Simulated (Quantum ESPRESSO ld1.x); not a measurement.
The mean radii <r> (bohr) of the occupied orbitals of an atom or ion are listed with their occupations. All-electron calculation, Dirac Kohn-Sham, revPBE, spin-unpolarised, spherical densities, point nucleus. Program: ld1.x of Quantum ESPRESSO 7.5.

orbital  occ.      <r>
1s1/2       2  0.06354
2s1/2       2   0.2918
2p1/2       2   0.2568
2p3/2       4   0.2596
3s1/2       2   0.8157
3p1/2       2   0.8264
3p3/2       2   0.8318

Name the element and its charge. Open shells, if any, fill j = l - 1/2 first.

Answer. Z = 24, chromium, charge +8: Cr8+ in [Ne] 3s2 3p4. The 1s radius gives Z: for a bare nucleus <r> = (2 gamma + 1)/(2Z) with gamma = sqrt(1 - (Z/c)^2), 0.06186 bohr for Z = 24, and screening makes it slightly larger (0.06354 here). The occupations add up to 16, and the charge is Z minus that.
